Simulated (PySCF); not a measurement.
Cd(SeH)(OSiH3), SMILES [SiH3][O][Cd][SeH], singlet, PBE0/def2-SVP optimised geometry.

```
8

Cd    -1.04     1.05     0.00
Se    -3.47     1.16     0.00
H     -3.53     0.65     1.38
O      0.93     1.05     0.00
Si     2.17     0.00    -0.24
H      2.16    -0.58    -1.62
H      2.13    -1.16     0.72
H      3.47     0.70    -0.05
```

Density from PBE0/def2-TZVP, def2 effective core potentials past Kr run with PySCF 2.14.0 at that geometry. The core electrons that the potentials of Cd replace are not part of the density.

Minimum of the electron density along straight lines between bonded atoms, close to the bond critical point (lines longer than 1.1 times the sum of covalent radii, or with two minima, are not listed):

```json
[
 {"bond": "Cd1–Se2", "length / Å": "2.436", "ρ at the minimum / e bohr⁻³": "0.081", "∇²ρ there / e bohr⁻⁵": "0.11", "position (fraction from the first atom)": "0.48"},
 {"bond": "Se2–H3", "length / Å": "1.473", "ρ at the minimum / e bohr⁻³": "[?]", "∇²ρ there / e bohr⁻⁵": "[?]", "position (fraction from the first atom)": "0.63"},
 {"bond": "Cd1–O4", "length / Å": "1.968", "ρ at the minimum / e bohr⁻³": "0.113", "∇²ρ there / e bohr⁻⁵": "0.58", "position (fraction from the first atom)": "0.53"},
 {"bond": "O4–Si5", "length / Å": "1.643", "ρ at the minimum / e bohr⁻³": "0.137", "∇²ρ there / e bohr⁻⁵": "[?]", "position (fraction from the first atom)": "0.59"},
 {"bond": "Si5–H6", "length / Å": "1.502", "ρ at the minimum / e bohr⁻³": "0.118", "∇²ρ there / e bohr⁻⁵": "0.14", "position (fraction from the first atom)": "0.49"},
 {"bond": "Si5–H7", "length / Å": "1.502", "ρ at the minimum / e bohr⁻³": "0.118", "∇²ρ there / e bohr⁻⁵": "0.14", "position (fraction from the first atom)": "0.49"},
 {"bond": "Si5–H8", "length / Å": "1.496", "ρ at the minimum / e bohr⁻³": "0.120", "∇²ρ there / e bohr⁻⁵": "0.14", "position (fraction from the first atom)": "0.49"}
]
```

### Question
What belongs in the gaps?

### Answer

- Se2–H3, ρ at the minimum / e bohr⁻³: 0.172
- Se2–H3, ∇²ρ there / e bohr⁻⁵: -0.30
- O4–Si5, ∇²ρ there / e bohr⁻⁵: 0.83
